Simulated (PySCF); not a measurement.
Compound: Ni(SH)2 (triplet state).
Cartesian coordinates in Å at the PBE0-D3(BJ)/def2-SVP level; atoms count from 1:
```
atom  x, y, z in Å
Ni1    0.2327   -0.4637    0.0304
S2     0.5042   -0.2166    2.1332
H3    -0.0894    0.9987    2.1945
S4    -0.0116   -0.7506   -2.0724
H5    -0.6360    0.4321   -2.2857
```

Computed, not measured: PySCF 2.14.0, PBE0-D3(BJ)/def2-SVP geometry optimisation, gas phase.

**Question.** Which atoms are bound to Ni1, and at what distances?

**Answer.** 2 atoms: S2 2.135 Å, S4 2.136 Å. The nearest atom not counted as bound is H5, at 2.63 Å (others tie with it).

**Question.** What is the shape at Ni1?

**Answer.** Linear: angle 178.7°. Differences among atoms that C2v makes equivalent are scatter left by the optimiser.

**Question.** What are the other bond lengths?

**Answer.** S2–H3, S4–H5 1.354 Å.

**Question.** What are the rotational constants (commonest isotopes, rigid rotor)?

**Answer.** A = 142168, B = 1673, C = 1654 MHz: a near-prolate asymmetric top.

Point group: C2v (every atom within 0.08 Å of its image). Charge 0, triplet. ⟨S²⟩ = 2.007 (exact for a triplet: 2.00). Not checked by PBE0-D3(BJ)/def2-SVP frequencies.

On one thread, x86-64 server, no GPU (shared host), this took 78 s of wall time. These figures are those of the optimisation.

Neither the SCF state along the optimisation nor the shape of the open-shell metal species was proved the lowest: other solutions of the same spin, or a structure of lower symmetry, can lie below.
